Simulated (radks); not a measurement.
All-electron atom: the calcium ion Ca+ in [Ar] 4s1. Calculated with a radial shooting solver on a logarithmic mesh with Libxc functionals: non-relativistic Kohn-Sham, LDA (Slater exchange, Perdew-Wang correlation), spin-polarised, spherical densities, point nucleus; open shells are filled with parallel spins first; hard spherical wall at 3 bohr. Some entries of the table are withheld. Estimate them.

orbital  occ.  eigenvalue (eV)  r(max) (bohr)  <1/r> (bohr^-1)
1s up       1        -3911.908        0.05092            19.49
1s down     1        -3911.658        0.05093            19.49
2s up       1        -405.7758         0.3031            3.990
2s down     1        -405.5288         0.3031            3.991
2p up       3        -330.4986         0.2475            3.926
2p down     3        -330.2589         0.2476            3.927
3s up       1         -45.5137          1.006            1.196
3s down     1         -45.0102          1.007            1.197
3p up       3         -26.9885          1.057            1.090
3p down     3         -26.4389          1.058            1.093
3d up       0              (1)            (2)           0.8836
3d down     0              (3)            (4)           0.8892
4s up       1          21.5837          2.110           0.8197
4s down     0          22.9160          2.106           0.8200
4p up       0              (5)          2.156           0.8517
4p down     0              (6)          2.153           0.8503
5s up       0         113.3906          2.492           0.9692
5s down     0         114.3254          2.491           0.9692

Answer. 
(1) 3d up eigenvalue (eV): 1.5478
(2) 3d up r(max) (bohr): 1.178
(3) 3d down eigenvalue (eV): 2.2185
(4) 3d down r(max) (bohr): 1.172
(5) 4p up eigenvalue (eV): 31.6813
(6) 4p down eigenvalue (eV): 32.9881
